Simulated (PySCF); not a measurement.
**Basis-set dependence of the excitation energy of Kr**

Kr [Kr] (1S) → Kr [Ar] 3d10 4s1 4p6 5s1 (3S). All values are computed (PySCF 2.14, energy differences of UHF-based or UKS calculations, no spin-orbit coupling). Values in eV.

```tsv
basis	Hamiltonian	functions	UHF	PBE	PBE0	MP2 (valence)
aug-cc-pVTZ-PP with one added diffuse shell each of s, d, f type with ECP10MDF	ECP	68	27.164	24.269	25.239	26.323
aug-cc-pVQZ-PP with ECP10MDF	ECP	89	27.386	24.408	25.380	25.790
aug-cc-pVQZ-PP with one added diffuse shell each of s, p, d, f, g type with ECP10MDF	ECP	114	27.155	24.269	25.235	n/a
aug-cc-pV5Z-PP with ECP10MDF	ECP	136	27.377	24.399	25.371	25.609
```

Frozen outside the core potential: valence: 3s2 3p6 3d10.

At MP2 (valence), aug-cc-pVTZ-PP with one added diffuse shell each of s, d, f type with ECP10MDF lies more than 0.3 eV from the median of the rows with comparable relativity.

The upper state lies above the first ionisation limit, where it may autoionise and the basis confines it. A Rydberg-like electron needs more diffuse functions than a valence basis has.
